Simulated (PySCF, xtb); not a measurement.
Al(I)(Me)(OH) (CH4AlIO), SMILES [I][Al]([OH])[CH3]. The values are those of a single conformer.

Harmonic wavenumbers (cm⁻¹) from GFN2-xTB (xtb) at its own minimum, in rising order: 55, 111, 145, 194, 357, 411, 484, 590, 607, 643, 911, 1291, 1440, 1450, 2948, 2957, 2963, 3771.

**Question.** What does PBE-D3(BJ)/def2-SVP (PySCF) give at its own minimum? (Estimate from the structure and the level; the computed values follow.)

**Answer.** 38, 127, 170, 182, 313, 387, 584, 628, 647, 690, 860, 1160, 1372, 1374, 2975, 3072, 3088, 3806. Paired by order, the mean absolute difference is 55 cm⁻¹ and the zero-point energies are 30.5 and 30.7 kcal/mol.
